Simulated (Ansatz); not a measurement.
`CC[Te]B(O)O` + H₂ → `CC[TeH]` + `OBO`  (hydrogenolysis of a Te–B bond)

Isolated molecules relaxed with PBE0-D4/def2-TZVP in Ansatz; ΔE leaves out vibrations. CCSD(T)/CBS adds triple-zeta CCSD(T) − MP2 to the extrapolated MP2 energy (def2 sets, frozen cores). This one scheme is used for every species. Functionals use def2-TZVPP. B3LYP here is the variant with VWN-RPA as its local correlation; programs differ in this. Elements past krypton have def2 core potentials. For Te outer-core shells are correlated without core-valence functions, which leaves a few kJ/mol of doubt a bond. Each species was taken in one conformer, which may not be the lowest.

| level | ΔE (kcal/mol) | difference from CCSD(T)/CBS |
| --- | --- | --- |
| B3LYP-D4 | 3.3 | -1.5 |
| ωB97X-V | 3.1 | -1.7 |
| ωB97M-V | 3.5 | -1.3 |
| B3LYP | -0.3 | -5.1 |
| MP2/def2-TZVPP | 6.7 | 1.9 |
| SCS-MP2/def2-TZVPP | 4.0 | -0.8 |
| SCS-MP2/def2-QZVPP | 4.3 | -0.5 |
| HF/CBS(def2) | -4.8 | -9.6 |
| MP2/CBS(def2) | 7.5 | 2.7 |
| CCSD/CBS(def2) | 2.9 | -1.9 |
| CCSD(T)/CBS | 4.8 | 0 |

Largest T1 diagnostic among the species: 0.013.

The D4 term adds +3.6 kcal/mol with B3LYP and +2.0 kcal/mol with PBE0; it sums over pairs of atoms, weighted by their polarisabilities, and B3LYP, whose exchange is more repulsive, gets the larger term. In def2-TZVPP, CCSD(T) changes the Hartree–Fock value by +8.5 kcal/mol (the triples alone add +1.9 kcal/mol) and MP2 by +11.3 kcal/mol. From PBE to PBE0 (25 % exact exchange), in def2-TZVPP and without D4, ΔE moves by −0.9 kcal/mol.
